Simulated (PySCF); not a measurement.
All values below come from PBE-D3(BJ)/def2-TZVP // BP86-D3(BJ)/def2-SVP (PySCF 2.14.0). Isolated molecules, 0 K electronic values unless said otherwise. One relaxed conformer stands for a flexible species; it need not be the lowest. 

Reference species: [Cd(Cl)2] (neutral, multiplicity 1).

```yaml
LUMO: -3.22 eV
coordination_number: 2
charge on the central atom (Mulliken): 0.74 e
```

Changed species: [Cd(NH2)2] (2 of 2 Cl replaced by NH2; the reference has 0 of 2 Cl replaced by NH2).

Predict the effect on the LUMO, coordination number and charge on the central atom (Mulliken).

the LUMO rises by 1.71 eV, to -1.51 eV; the coordination number hardly moves; the charge on the central atom (Mulliken) falls by 0.08 e, to 0.66 e.
